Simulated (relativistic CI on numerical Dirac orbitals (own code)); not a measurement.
## B3+: what numerical and physical settings do to a radial Dirac CI calculation

Reference input:

```
atom B  Z=5  charge=3  electrons=2
nucleus A=11  rms_radius_fm=2.4060
hamiltonian dirac-coulomb  breit=on  qed=on  c_scale=1
orbitals kli  potential=per-configuration
slater_scale 1
correlation none
mixing on
grid step=0.0125 r_max=19.8
scf mixing=0.4 start=green max_iterations=150 tolerance=2e-08 node_fill=0.05
configurations
  1s2
  1s 2s
  1s 2p
end
```

Computed lowest total energy -21.99097 Ha, first excitation 1592525.4 cm⁻¹, 24 SCF steps. Runs with settings changed; * marks those that are bad on purpose (the QED terms keep the true α when c is scaled):

```csv
Changed,Outcome,Lowest level,ΔE (Ha),First excitation (cm⁻¹),SCF steps,Message
"speed of light × 0.8, grid step 0.03",converged,1s² ¹S0,-0.0031,1592591.2,24,
"iteration limit 30, Breit term off, grid step 0.03",converged,1s² ¹S0,-0.00137,1592825.7,24,
"speed of light × 10, node fill of the KLI weights 0.01, grid step 0.006",converged,1s² ¹S0,0.00543,1592370.3,24,
"start potential thomas-fermi, SCF tolerance 1e-06, speed of light × 0.8",converged,1s² ¹S0,-0.00311,1592591.4,21,
charge 5 *,refused,,,,0,"configuration 1s2 has 2 electrons, the ion has 0"
grid step 0.002 *,refused,,,,0,"the grid has 8748 points, outside 40 to 4096"
```

With so few configurations and no correlation, terms lie too far apart (by 10 to 50 % near neutrality), their order can be wrong, and levels of other configurations are missing.
